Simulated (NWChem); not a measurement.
Everything below was run with NWChem. System: ethylene carbonate (C$_{3}$H$_{4}$O$_{3}$), charge 0, spin multiplicity 1, at a geometry optimised with PBE0/def2-SVP. Level: RHF/def2-SVP.

Job file:

```
start mol
memory heap 200 mb stack 900 mb global 1100 mb
geometry units angstroms nocenter noautoz
  O      0.000000     0.000000    -2.031023
  C      0.000000     0.000000    -0.846398
  O     -0.100239     1.099872    -0.070167
  C      0.098918     0.757940     1.286861
  C     -0.098918    -0.757940     1.286861
  O      0.100239    -1.099872    -0.070167
  H     -0.628574     1.295601     1.910106
  H      1.116566     1.051794     1.593352
  H      0.628574    -1.295601     1.910106
  H     -1.116566    -1.051794     1.593352
  symmetry group C2
end
basis spherical
  * library def2-svp
end
scf
  rhf
  nopen 0
  maxiter 100
  thresh 1e-7
  semidirect memsize 60000000 filesize 0
end
task scf energy
```

Output (cleaned and shortened):

```
             Northwest Computational Chemistry Package (NWChem) 7.3.0
             --------------------------------------------------------

                                NWChem Input Module
                                -------------------

 Scaling coordinates for geometry "geometry" by  1.889725989
 (inverse scale =  0.529177249)

 Turning off AUTOSYM since
 SYMMETRY directive was detected!

                             Geometry "geometry" -> ""
                             -------------------------

 Output coordinates in angstroms (scale by  1.889725989 to convert to a.u.)

  No.       Tag          Charge          X              Y              Z
 ---- ---------------- ---------- -------------- -------------- --------------
    1 O                    8.0000     0.00000000     0.00000000    -2.03102300
    2 C                    6.0000     0.00000000     0.00000000    -0.84639800
    3 O                    8.0000    -0.10023900     1.09987200    -0.07016700
    4 C                    6.0000     0.09891800     0.75794000     1.28686100
    5 C                    6.0000    -0.09891800    -0.75794000     1.28686100
    6 O                    8.0000     0.10023900    -1.09987200    -0.07016700
    7 H                    1.0000    -0.62857400     1.29560100     1.91010600
    8 H                    1.0000     1.11656600     1.05179400     1.59335200
    9 H                    1.0000     0.62857400    -1.29560100     1.91010600
   10 H                    1.0000    -1.11656600    -1.05179400     1.59335200

 Effective nuclear repulsion energy (a.u.)     247.6038549835

            Nuclear Dipole moment (a.u.)
            ----------------------------
        X                 Y               Z
 ---------------- ---------------- ----------------
     0.0000000000     0.0000000000     0.0000075589

      Symmetry information
      --------------------

 Group name             C2
 Group number              4
 Group order               2
 No. of unique centers     6

      Symmetry unique atoms

     1    2    3    4    7    8


 Summary of "ao basis" -> "" (spherical)
 ------------------------------------------------------------------------------
       Tag                 Description            Shells   Functions and Types
 ---------------- ------------------------------  ------  ---------------------
 *                          def2-svp                  on all atoms

 Summary of "ao basis" -> "ao basis" (spherical)
 ------------------------------------------------------------------------------
       Tag                 Description            Shells   Functions and Types
 ---------------- ------------------------------  ------  ---------------------
 O                          def2-svp                 6       14   3s2p1d
 C                          def2-svp                 6       14   3s2p1d
 H                          def2-svp                 3        5   2s1p

                                 NWChem SCF Module
                                 -----------------

  ao basis        = "ao basis"
  functions       =   104
  atoms           =    10
  closed shells   =    23
  open shells     =     0
  charge          =   0.00
  wavefunction    = RHF
  use symmetry    = T
  symmetry adapt  = T

 Summary of "ao basis" -> "ao basis" (spherical)
 ------------------------------------------------------------------------------
       Tag                 Description            Shells   Functions and Types
 ---------------- ------------------------------  ------  ---------------------
 O                          def2-svp                 6       14   3s2p1d
 C                          def2-svp                 6       14   3s2p1d
 H                          def2-svp                 3        5   2s1p

      Symmetry analysis of basis
      --------------------------

        a          54
        b          50

 Forming initial guess at       0.1s

      Superposition of Atomic Density Guess
      -------------------------------------

 Sum of atomic energies:        -338.94500923

      Non-variational initial energy
      ------------------------------

 Total energy =    -342.265484
 1-e energy   =    -954.479239
 2-e energy   =     364.609900
 HOMO         =      -0.336970
 LUMO         =       0.099744

      Symmetry analysis of molecular orbitals - initial
      -------------------------------------------------

  Numbering of irreducible representations:

     1 a           2 b

  Orbital symmetries:

     1 a           2 a           3 b           4 a           5 b
     6 a           7 a           8 a           9 b          10 a
    11 b          12 a          13 b          14 a          15 b
    16 a          17 b          18 a          19 b          20 b
    21 b          22 a          23 a          24 b          25 a
    26 a          27 b          28 b          29 b          30 a
    31 a          32 b          33 a

 Starting SCF solution at       0.8s

 ----------------------------------------------
         Quadratically convergent ROHF

 Convergence threshold     :          1.000E-07
 Maximum no. of iterations :          100
 Final Fock-matrix accuracy:          1.000E-09
 ----------------------------------------------

              iter       energy          gnorm     gmax       time
             ----- ------------------- --------- --------- --------
                 1     -340.1162803703  1.65D+00  4.12D-01      0.8
                 2     -340.2527243559  4.30D-01  7.75D-02      1.0
                 3     -340.2683158058  3.73D-02  9.01D-03      1.2
                 4     -340.2685274354  8.60D-04  2.74D-04      1.5
                 5     -340.2685275029  3.71D-07  7.52D-08      2.1
                 6     -340.2685275029  6.97D-09  2.16D-09      2.4

       Final RHF  results
       ------------------

         Total SCF energy =   -340.268527502919
      One-electron energy =   -956.454769027681
      Two-electron energy =    368.582386541267
 Nuclear repulsion energy =    247.603854983495

        Time for solution =      1.6s

       Symmetry analysis of molecular orbitals - final
       -----------------------------------------------

  Numbering of irreducible representations:

     1 a           2 b

  Orbital symmetries:

     1 b           2 a           3 a           4 a           5 a
     6 b           7 a           8 b           9 a          10 a
    11 b          12 a          13 b          14 a          15 b
    16 a          17 a          18 b          19 b          20 a
    21 a          22 b          23 b          24 a          25 b
    26 b          27 b          28 a          29 a          30 b
    31 a          32 b          33 a

             Final eigenvalues
             -----------------

              1
    1  -20.6204
    2  -20.6203
    3  -20.5428
    4  -11.4423
    5  -11.3309
    6  -11.3303
    7   -1.5257
    8   -1.3911
    9   -1.3790
   10   -1.0530
   11   -0.9168
   12   -0.8387
   13   -0.7573
   14   -0.7310
   15   -0.7006
   16   -0.6437
   17   -0.6376
   18   -0.6199
   19   -0.5772
   20   -0.5488
   21   -0.4843
   22   -0.4819
   23   -0.4713
   24    0.1558
   25    0.1880
   26    0.2095
   27    0.2226
   28    0.2300
   29    0.2680
   30    0.3285
   31    0.3529
   32    0.3982
   33    0.4983

                       ROHF Final Molecular Orbital Analysis
                       -------------------------------------

 Vector   21  Occ=2.000000D+00  E=-4.843037D-01  Symmetry=a
              MO Center= -2.8D-16,  1.0D-15,  7.4D-01, r^2= 2.8D+00
   Bfn.  Coefficient  Atom+Function         Bfn.  Coefficient  Atom+Function
  ----- ------------  ---------------      ----- ------------  ---------------
    32      0.334932   3 O  px               74     -0.334932   6 O  px
    35      0.280511   3 O  px               77     -0.280511   6 O  px
    90     -0.231648   8 H  s               100     -0.231648  10 H  s
    46     -0.215335   4 C  px               60      0.215335   5 C  px

 Vector   22  Occ=2.000000D+00  E=-4.819298D-01  Symmetry=b
              MO Center= -9.7D-15,  1.3D-14, -1.6D+00, r^2= 1.7D+00
   Bfn.  Coefficient  Atom+Function         Bfn.  Coefficient  Atom+Function
  ----- ------------  ---------------      ----- ------------  ---------------
     5      0.530487   1 O  py                8      0.374523   1 O  py
     4     -0.218034   1 O  px                7     -0.163395   1 O  px

 Vector   23  Occ=2.000000D+00  E=-4.713448D-01  Symmetry=b
              MO Center= -2.9D-15, -3.7D-15, -1.1D+00, r^2= 2.6D+00
   Bfn.  Coefficient  Atom+Function         Bfn.  Coefficient  Atom+Function
  ----- ------------  ---------------      ----- ------------  ---------------
     4      0.401857   1 O  px                7      0.312403   1 O  px
    32     -0.261389   3 O  px               74     -0.261389   6 O  px
     5      0.244526   1 O  py               35     -0.222366   3 O  px
    77     -0.222366   6 O  px                8      0.173555   1 O  py

 Vector   24  Occ=0.000000D+00  E= 1.558091D-01  Symmetry=a
              MO Center=  1.4D-16, -8.7D-17,  1.9D+00, r^2= 5.6D+00
   Bfn.  Coefficient  Atom+Function         Bfn.  Coefficient  Atom+Function
  ----- ------------  ---------------      ----- ------------  ---------------
    45      1.526805   4 C  s                59      1.526805   5 C  s
    86     -1.085401   7 H  s                96     -1.085401   9 H  s
    91     -1.051286   8 H  s               101     -1.051286  10 H  s
    50      0.401525   4 C  py               64     -0.401525   5 C  py
    17     -0.368475   2 C  s                51      0.369670   4 C  pz

 Vector   25  Occ=0.000000D+00  E= 1.880210D-01  Symmetry=b
              MO Center= -3.4D-16, -4.6D-16,  1.4D+00, r^2= 6.1D+00
   Bfn.  Coefficient  Atom+Function         Bfn.  Coefficient  Atom+Function
  ----- ------------  ---------------      ----- ------------  ---------------
    91      1.276266   8 H  s               101     -1.276266  10 H  s
    86     -0.726226   7 H  s                96      0.726226   9 H  s
    49     -0.689031   4 C  px               63     -0.689031   5 C  px
    45     -0.549578   4 C  s                59      0.549578   5 C  s
    21      0.323044   2 C  px                7     -0.214234   1 O  px

 Vector   26  Occ=0.000000D+00  E= 2.095489D-01  Symmetry=b
              MO Center= -7.3D-16,  6.5D-16,  1.9D+00, r^2= 6.3D+00
   Bfn.  Coefficient  Atom+Function         Bfn.  Coefficient  Atom+Function
  ----- ------------  ---------------      ----- ------------  ---------------
    45      2.296572   4 C  s                59     -2.296572   5 C  s
    86     -1.579036   7 H  s                96      1.579036   9 H  s
    91     -0.814943   8 H  s               101      0.814943  10 H  s
    51      0.489448   4 C  pz               65     -0.489448   5 C  pz
    49     -0.200755   4 C  px               63     -0.200755   5 C  px

 center of mass
 --------------
 x =   0.00000000 y =   0.00000000 z =  -0.14902556

 moments of inertia (a.u.)
 ------------------
         658.867219537180           3.577632117183           0.000000000000
           3.577632117183         465.195162146489           0.000000000000
           0.000000000000           0.000000000000         221.280727003865

  Mulliken analysis of the total density
  --------------------------------------

    Atom       Charge   Shell Charges
 -----------   ------   -------------------------------------------------------
    1 O    8     8.35   1.99  1.08  0.69  2.82  1.75  0.02
    2 C    6     5.31   1.99  0.89  0.03  1.84  0.36  0.20
    3 O    8     8.51   1.99  1.06  0.74  2.87  1.83  0.02
    4 C    6     5.79   1.99  0.88  0.17  1.99  0.69  0.07
    5 C    6     5.79   1.99  0.88  0.17  1.99  0.69  0.07
    6 O    8     8.51   1.99  1.06  0.74  2.87  1.83  0.02
    7 H    1     0.93   0.76  0.15  0.02
    8 H    1     0.94   0.76  0.15  0.02
    9 H    1     0.93   0.76  0.15  0.02
   10 H    1     0.94   0.76  0.15  0.02

       Multipole analysis of the density wrt the origin
       ------------------------------------------------

     L   x y z        total         open         nuclear
     -   - - -        -----         ----         -------
     0   0 0 0     -0.000000      0.000000     46.000000

     1   1 0 0      0.000000      0.000000      0.000000
     1   0 1 0     -0.000000      0.000000      0.000000
     1   0 0 1      2.349400      0.000000      0.000008

     2   2 0 0    -23.819511      0.000000     12.719534
     2   1 1 0      0.528805      0.000000     -0.515239
     2   1 0 1     -0.000000      0.000000      0.000000
     2   0 2 0    -27.477786      0.000000    113.627254
     2   0 1 1      0.000000      0.000000     -0.000000
     2   0 0 2    -27.198109      0.000000    248.632615

 Task  times  cpu:        2.4s     wall:        2.4s

 Total times  cpu:        2.4s     wall:        2.4s
```
